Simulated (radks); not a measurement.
Pd4.25+, configuration [Kr] 4d(up 3, down 2.75) (fractional occupations, a model configuration). Method: scalar-relativistic Kohn-Sham, PBE, spin-polarised, spherical densities, point nucleus; computed with a radial shooting solver on a logarithmic mesh with Libxc functionals.

Normalised radial functions P(r) = r R(r), r in bohr:

r         3d down  4p down    4d up
0.002384   0.0000   0.0034   0.0000
0.002731   0.0001   0.0043   0.0000
0.003104   0.0001   0.0054   0.0000
0.003528   0.0001   0.0068   0.0000
0.004042   0.0002   0.0086   0.0001
0.004593   0.0003   0.0108   0.0001
0.005263   0.0004   0.0138   0.0001
0.005981   0.0006   0.0173   0.0002
0.006798   0.0008   0.0216   0.0003
0.007788   0.0012   0.0273   0.0004
0.008852   0.0017   0.0340   0.0006
0.01006    0.0025   0.0422   0.0009
0.01153    0.0036   0.0530   0.0013
0.0131     0.0051   0.0653   0.0019
0.01501    0.0074   0.0811   0.0027
0.01706    0.0105   0.0990   0.0039
0.01939    0.0147   0.1200   0.0054
0.02221    0.0211   0.1461   0.0078
0.02525    0.0295   0.1742   0.0109
0.02892    0.0418   0.2077   0.0154
0.03287    0.0578   0.2421   0.0213
0.03736    0.0792   0.2784   0.0291
0.0428     0.1098   0.3171   0.0403
0.04865    0.1480   0.3513   0.0543
0.05529    0.1974   0.3801   0.0723
0.06335    0.2650   0.4001   0.0969
0.072      0.3452   0.4041   0.1259
0.08249    0.4501   0.3865   0.1635
0.09375    0.5688   0.3444   0.2056
0.1066     0.7064   0.2735   0.2536
0.1221     0.8710   0.1652   0.3097
0.1387     1.0380   0.0344   0.3644
0.1577     1.2089  -0.1170   0.4169
0.1807     1.3827  -0.2867   0.4642
0.2053     1.5252  -0.4359   0.4936
0.2352     1.6378  -0.5587   0.5001
0.2674     1.6927  -0.6172   0.4749
0.3039     1.6876  -0.6009   0.4131
0.3482     1.6116  -0.4893   0.3036
0.3957     1.4768  -0.2967   0.1600
0.4533     1.2788  -0.0166  -0.0288
0.5152     1.0595   0.2876  -0.2292
0.5856     0.8300   0.5922  -0.4358
0.6709     0.5990   0.8712  -0.6420
0.7625     0.4113   1.0550  -0.8041
0.8667     0.2619   1.1393  -0.9182
0.9929     0.1479   1.1156  -0.9749
1.128      0.0785   1.0027  -0.9651
1.293      0.0357   0.8200  -0.8945
1.469      0.0151   0.6247  -0.7845
1.67       0.0056   0.4380  -0.6487
1.913      0.0017   0.2727  -0.4953
2.175      0.0004   0.1582  -0.3588
2.472      0.0001   0.0826  -0.2413
2.832      0.0000   0.0363  -0.1443
3.218      0.0000   0.0145  -0.0802
3.687      0.0000   0.0046  -0.0380
4.191      0.0000   0.0013  -0.0164

3d down: eigenvalue -390.14 eV, 0 radial nodes, <r> = 0.357 bohr, 90 % of the charge inside 0.566 bohr. 4p down: eigenvalue -112.41 eV, 2 radial nodes at r = 0.143, 0.457 bohr, <r> = 1.01 bohr, 90 % of the charge inside 1.48 bohr. 4d up: eigenvalue -61.465 eV, 1 radial node at r = 0.445 bohr, <r> = 1.24 bohr, 90 % of the charge inside 1.89 bohr.
